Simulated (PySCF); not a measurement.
**What PySCF settings do for NaAs**

Base input, run as `OMP_NUM_THREADS=1 python input.py` with PySCF 2.14:

```python
from pyscf import gto, scf

mol = gto.M(
    atom='Na 0 0 0; As 0 0 2.888',
    basis='def2-svpd',
    charge=0,
    spin=2,
    verbose=4,
)
mf = scf.UHF(mol)
mf.kernel()
mf.dip_moment()
print('orbital energies (hartree):', [e[max(0, n-3):n+3].round(4) for e, n in zip(mf.mo_energy, mol.nelec)])
```

Base result: E(SCF) = -2395.720009 Eh, 14 cycles, ⟨S²⟩ = 2.156, μz(SCF) = -7.17 D. The bond length is a typed value, not an optimised one. No search for the lowest solution was made.

It ran on Intel Xeon Platinum 8488C (1 thread, shared host) in 1.2 s, peak memory 0.11 GiB.

Each row names what differs from the base; energies in brackets are changes from the base.

| change | result | wall time (s) |
| --- | --- | --- |
| geometry: bond 2.888 → bond 3.09 [spin-contaminated] | E(SCF) = -2395.718215 Eh (+0.0488 eV), ⟨S²⟩ = 2.397, μz(SCF) = -5.13 D | 1.6 |
| SCF type: UHF → RHF [may be another electronic state] [runs as restricted open-shell] | E(SCF) = -2395.714286 Eh (+0.1557 eV), 9 cycles, μz(SCF) = -8.66 D | 1.8 |
| functional: none (Hartree–Fock) → mn15l; SCF type: UHF → UKS; step after the SCF: none → analyze | E(SCF) = -2397.744944 Eh, 11 cycles, ⟨S²⟩ = 2.109, μz(SCF) = -6.30 D | 7.1 |
| charge: 0 → 1; spin (2S): 2 → 1 [another spin of the ion may lie lower] | E(SCF) = -2395.473957 Eh (+6.6954 eV), 9 cycles, ⟨S²⟩ = 0.759 | 1.2 |
| basis set: def2-svpd → def2-svp | E(SCF) = -2395.717509 Eh (+0.0680 eV), 14 cycles, ⟨S²⟩ = 2.205, μz(SCF) = -6.64 D | 1 |
| geometry: bond 2.888 → bond 8.664 [spin-contaminated] | E(SCF) = -2395.710051 Eh (+0.2710 eV), 13 cycles, ⟨S²⟩ = 3.001, μz(SCF) = 0.00 D | 1.5 |
| Cartesian functions: off → on | E(SCF) = -2395.728325 Eh (-0.2263 eV), 14 cycles, ⟨S²⟩ = 2.187, μz(SCF) = -6.80 D | 1.4 |
| electric field along z (a.u.): none → 0.2 [unsound on purpose] [may be another electronic state] | E(SCF) = -2399.902459 Eh (-113.8103 eV), 11 cycles, ⟨S²⟩ = 2.000, μz(SCF) = 82.61 D | 1.5 |
| level shift (hartree): none → -0.2 [unsound on purpose] [may be another electronic state] | not converged: SCF after 50 cycles | 3 |
| initial guess: minao → sap | E(SCF) = -2395.720009 Eh (+0.0000 eV), 16 cycles, ⟨S²⟩ = 2.156, μz(SCF) = -7.17 D | 1.3 |
| basis set: def2-svpd → sbkjc; core potential: off → on [spin-contaminated] | E(SCF) = -6.234623 Eh, 14 cycles, ⟨S²⟩ = 2.409, μz(SCF) = -4.62 D | 1 |
| length unit: angstrom → bohr [unsound on purpose] | E(SCF) = -2395.305415 Eh (+11.2817 eV), 12 cycles, ⟨S²⟩ = 2.010, μz(SCF) = -4.78 D | 1.3 |
| functional: none (Hartree–Fock) → hcth407; SCF type: UHF → UKS; step after the SCF: none → analyze | E(SCF) = -2399.012580 Eh, 12 cycles, ⟨S²⟩ = 2.029, μz(SCF) = -5.95 D | 5.1 |
| density fitting: none → def2-universal-jkfit | E(SCF) = -2395.719999 Eh (+0.0003 eV), 14 cycles, ⟨S²⟩ = 2.155, μz(SCF) = -7.19 D | 1.5 |
| functional: none (Hartree–Fock) → hf,lyp; SCF type: UHF → UKS; step after the SCF: none → analyze | E(SCF) = -2397.716812 Eh, 11 cycles, ⟨S²⟩ = 2.022, μz(SCF) = -8.59 D | 5 |
| step after the SCF: none → mp2; frozen orbitals: default → 10 | E(SCF) = -2395.720009 Eh (+0.0000 eV), 14 cycles, E(MP2) − E(SCF) = -0.20249 Eh, ⟨S²⟩ = 2.156, μz(SCF) = -7.17 D | 1.9 |
| step after the SCF: none → polarizability | E(SCF) = -2395.720009 Eh (+0.0000 eV), 14 cycles, ⟨S²⟩ = 2.156, μz(SCF) = -7.17 D, α(xx, yy, zz) = 80.2, 80.2, 452.3 bohr³ | 2.2 |
| smearing width (hartree): none → 0.01 [smearing does not keep the typed spin] | E(SCF) = -2395.529026 Eh (+5.1969 eV), 11 cycles, μz(SCF) = -7.77 D | 1.4 |
| spin (2S): 2 → 0 [spin-contaminated] | E(SCF) = -2395.702598 Eh (+0.4738 eV), ⟨S²⟩ = 1.024, μz(SCF) = -8.66 D | 1.5 |
| geometry: bond 2.888 → bond 3.235 [spin-contaminated] | E(SCF) = -2395.716845 Eh (+0.0861 eV), ⟨S²⟩ = 2.549, μz(SCF) = -3.72 D | 1.3 |
| geometry: bond 2.888 → bond 2.975 | E(SCF) = -2395.719326 Eh (+0.0186 eV), 15 cycles, ⟨S²⟩ = 2.251, μz(SCF) = -6.41 D | 1.5 |

Q: Order these changes by how far they move the SCF energy from the base, largest first: (1) Cartesian functions: off → on; (2) SCF type: UHF → RHF; (3) geometry: bond 2.888 → bond 3.235; (4) geometry: bond 2.888 → bond 8.664.

A: (4) +0.2710 eV, (1) -0.2263 eV, (2) +0.1557 eV, (3) +0.0861 eV.
